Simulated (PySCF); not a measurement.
methyltin triiodide (CH3I3Sn), SMILES [I][Sn]([CH3])([I])[I]. Heavy atoms are numbered as in [CH3:1][Sn:2]([I:3])([I:4])[I:5]. Hydrogens are named by the atom that carries them.

Geometry: B3LYP-D3(BJ)/def2-SVP. The def2 effective core potentials stand for the cores of I, Sn; spin–orbit coupling is left out.

Level of theory: HF/def2-TZVP (PySCF).

Atomic charges (e), one atom of each kind:

```csv
atom,Mulliken,Löwdin
C1 (CH3),(withheld),-0.48
Sn2,(withheld),-0.07
I3,(withheld),0.06
H on C1,(withheld),0.12
```

Problem. Fill in the missing entries. (The exact figures need the calculation; the answer reports its results.)

Solution. 
- C1 (CH3), Mulliken: -0.55
- Sn2, Mulliken: 0.93
- I3, Mulliken: -0.28
- H on C1, Mulliken: 0.16
